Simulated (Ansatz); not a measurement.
Cartesian coordinates in Å:
```
Si 0.952 -0.778 -1.593
B 0.035 -0.044 0.025
Si -1.336 -1.092 1.033
Si 0.422 1.835 0.588
H 2.276 -0.150 -1.860
H 1.115 -2.258 -1.604
H 0.036 -0.404 -2.715
H -1.489 -0.660 2.450
H -2.613 -0.775 0.322
H -1.145 -2.568 1.003
H -0.696 2.507 1.305
H 1.551 1.662 1.556
H 0.892 2.725 -0.509
```

Charge 0, multiplicity 1.

Q: List the r2SCAN/def2-TZVPP orbital energies in eV (the Gaussian-basis code of Ansatz). (Estimate.)

A: The calculation gave: Occupied: -1790.81, -1790.81, -1790.81, -181.10, -141.32, -141.32, -141.32, -96.19, -96.18, -96.18, -96.17, -96.17, -96.17, -96.16, -96.15, -96.15, -15.10, -13.68, -13.65, -10.72, -9.27, -9.16, -9.13, -8.84, -8.84, -8.56, -7.14, -7.10. Lowest empty: -3.85, 0.00, 0.14, 0.17, 0.41, 0.69, 1.06, 1.16.
